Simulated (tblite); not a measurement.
Species: C5H8FNSi.
Numbering: `[NH:1]=[C:2]1[CH2:3][SiH:4](/[CH:5]=[CH:6]/[F:7])[CH2:8]1` (hydrogens: H9 on N1; H10, H11 on C3; H12 on Si4; H13 on C5; H14 on C6; H15, H16 on C8)

Computed with GFN2-xTB (tblite), gas phase: L-BFGS steps from a force-field or distance-geometry start until the largest atomic force falls under 0.01 eV/Å.

The end geometry, which sets the zero of energy:
```
atom  x, y, z in Å
N1     -3.1106    0.3582   -0.7419
C2     -1.9145    0.2010   -0.4146
C3     -0.8879   -0.5501   -1.2199
Si4     0.2884   -0.5535    0.2934
C5      1.9557    0.2588    0.0360
C6      3.0774   -0.2609    0.4937
F7      4.2727    0.3229    0.3050
C8     -1.1462    0.5907    0.8377
H9     -3.6870    0.8638   -0.0719
H10    -1.2720   -1.4848   -1.6189
H11    -0.5529    0.0417   -2.0705
H12     0.3893   -1.8195    1.0204
H13     2.0184    1.1901   -0.5101
H14     3.1710   -1.1803    1.0521
H15    -1.6891    0.3738    1.7560
H16    -0.9203    1.6571    0.8422
```

**Question.** These geometries come from the run, each turned onto the end geometry. Order them by energy, lowest first.
A.
```
atom  x, y, z in Å
N1     -1.7246    1.5368   -0.9159
C2     -1.4629    0.4302   -0.3994
C3     -1.1042   -0.8225   -1.1458
Si4     0.2381   -1.0378    0.2157
C5      1.6865    0.0593   -0.2643
C6      2.6322    0.4199    0.5780
F7      3.6436    1.2147    0.2174
C8     -1.1833   -0.0270    1.0250
H9     -1.8425    2.3194   -0.2730
H10    -1.9012   -1.5507   -1.0143
H11    -0.9287   -0.7174   -2.2074
H12     0.5854   -2.3719    0.6802
H13     1.7209    0.4359   -1.2772
H14     2.7059    0.1344    1.6109
H15    -1.9737   -0.7088    1.3304
H16    -1.0990    0.6944    1.8284
```
B.
```
atom  x, y, z in Å
N1     -3.1371    0.3604   -0.6275
C2     -1.9174    0.2104   -0.3916
C3     -0.9421   -0.5050   -1.2870
Si4     0.2964   -0.6257    0.1725
C5      1.9885    0.1338   -0.1056
C6      3.0318   -0.1557    0.6476
F7      4.2346    0.4157    0.4688
C8     -1.0662    0.5533    0.8213
H9     -3.6691    0.8365    0.0992
H10    -1.3639   -1.3922   -1.7520
H11    -0.6222    0.1569   -2.0913
H12     0.3551   -1.9222    0.8528
H13     2.1188    0.8716   -0.8855
H14     3.0471   -0.8680    1.4575
H15    -1.5514    0.3256    1.7696
H16    -0.8107    1.6136    0.8398
```
C.
```
atom  x, y, z in Å
N1     -3.1250    0.4036   -0.5646
C2     -1.9039    0.2222   -0.3648
C3     -0.9611   -0.4547   -1.3229
Si4     0.2988   -0.6817    0.1007
C5      2.0146    0.0194   -0.1923
C6      2.9537   -0.0219    0.7321
F7      4.1913    0.4568    0.5255
C8     -1.0209    0.4902    0.8439
H9     -3.6360    0.8435    0.1979
H10    -1.4060   -1.3103   -1.8223
H11    -0.6497    0.2392   -2.1024
H12     0.3416   -2.0157    0.7045
H13     2.2678    0.4595   -1.1465
H14     2.8507   -0.4338    1.7249
H15    -1.4988    0.2534    1.7935
H16    -0.7247    1.5393    0.8815
```
D.
```
atom  x, y, z in Å
N1     -2.4709    1.2302   -0.8118
C2     -1.6990    0.3377   -0.3928
C3     -1.0555   -0.7303   -1.2381
Si4     0.2853   -0.9533    0.1158
C5      1.8601    0.0185   -0.2404
C6      2.7647    0.3071    0.6762
F7      3.8664    1.0295    0.3997
C8     -1.0593    0.1175    0.9700
H9     -2.7609    1.9222   -0.1209
H10    -1.7350   -1.5754   -1.3283
H11    -0.8188   -0.3944   -2.2436
H12     0.5464   -2.3043    0.6176
H13     2.0332    0.3907   -1.2418
H14     2.7447    0.0099    1.7157
H15    -1.7286   -0.4349    1.6296
H16    -0.7806    1.0384    1.4817
```
E.
```
atom  x, y, z in Å
N1     -2.1593    1.3668   -0.8572
C2     -1.5794    0.3582   -0.3899
C3     -1.0405   -0.7848   -1.2044
Si4     0.2558   -1.0834    0.1675
C5      1.7311    0.0006   -0.2516
C6      2.6481    0.3662    0.6225
F7      3.6383    1.2202    0.3098
C8     -1.0488    0.0488    1.0000
H9     -2.3769    2.0899   -0.1735
H10    -1.7835   -1.5718   -1.2904
H11    -0.7490   -0.4930   -2.2074
H12     0.5081   -2.4159    0.7079
H13     1.7747    0.4192   -1.2492
H14     2.7190    0.0388    1.6507
H15    -1.7981   -0.4810    1.5882
H16    -0.7471    0.9302    1.5655
```

**Answer.** B (0.012 eV), C (0.027 eV), D (0.054 eV), E (0.097 eV), A (0.237 eV).

In the order of the answer:

| step | E above end (eV) | largest force (eV/Å) | rms force component (eV/Å) | rms distance from end (Å) | rms bond change (Å) | bond most changed (Å) |
| --- | --- | --- | --- | --- | --- | --- |
| 149 | 0.012 | 0.10 | 0.028 | 0.231 | 0.001 | Si4–C5 +0.003 |
| 119 | 0.027 | 0.05 | 0.015 | 0.435 | 0.001 | Si4–C5 +0.004 |
| 53 | 0.054 | 0.19 | 0.050 | 0.818 | 0.004 | Si4–C5 +0.012 |
| 35 | 0.097 | 0.25 | 0.063 | 0.945 | 0.003 | C3–Si4 -0.006 |
| 10 | 0.237 | 0.45 | 0.128 | 1.141 | 0.005 | Si4–C8 +0.009 |

The cost below is that of the whole relaxation. Time: 1.1 s of wall time. Hardware: an Arm Neoverse V2 with one thread (shared host).
